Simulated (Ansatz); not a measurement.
Mulliken charges of CH5BBrNO, SMILES `COB(N)Br` from r2SCAN/def2-TZVPP in Ansatz (PBE0-D4/def2-TZVP geometry).

```csv
atom,x (Å),y (Å),z (Å),charge (e)
C1,-0.997,-1.079,0.198,-0.006
O2,-0.950,0.124,-0.535,-0.298
B3,0.155,0.905,-0.501,0.280
N4,1.317,0.626,0.224,-0.336
Br5,0.090,2.535,-1.554,-0.167
H6,-1.972,-1.535,0.025,0.072
H7,-0.882,-0.896,1.272,0.057
H8,-0.221,-1.778,-0.133,0.058
H9,2.109,1.242,0.213,0.182
H10,1.434,-0.194,0.794,0.157
```

**Question.** By hand: the dipole of these point charges (1 e Å = 4.8032 D).

**Answer.** Σ q r = (0.279, -0.480, 0.432) e Å, of length 0.703 e Å = 3.38 D.

**Question.** How does the dipole of the full density compare? (Estimate.)

**Answer.** The calculation gave: (0.296, -0.569, 0.497) e Å, 3.90 D; the point charges give 0.87 times that, at 2° from its direction.

Point charges leave out the atoms' own dipoles, such as those of lone pairs, and Mulliken's split depends on the basis, so the close match here is no proof of good charges.
